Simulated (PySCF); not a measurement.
Computed shifts of a molecule C5H7F, PBE/pcSseg-1 (PySCF), GIAO, gas phase, equivalent atoms averaged, in ppm (number of nuclei): ¹³C: 147.5 (1), 115.9 (1), 89.3 (1), 48.6 (2). ¹⁹F: -207.9 (1). ¹H: 5.58 (2), 5.18 (1), 3.22 (4). References: ¹³C against TMS (σ = 182.0 ppm); ¹⁹F against CFCl3 (σ = 133.6 ppm); ¹H against TMS (σ = 31.49 ppm), references at their B3LYP-D3(BJ)/def2-TZVP geometries, non-relativistic. Coordinates come from a B3LYP-D3(BJ)/def2-SVP optimisation. One conformer was computed; it need not be the lowest.

Task: Identify the compound among the candidates.
A. C=C/C(F)=C\C
B. C=C1CC(F)C1
C. C/C=C/C=C\F
D. C=C/C(C)=C\F

Result: B, C=C1CC(F)C1
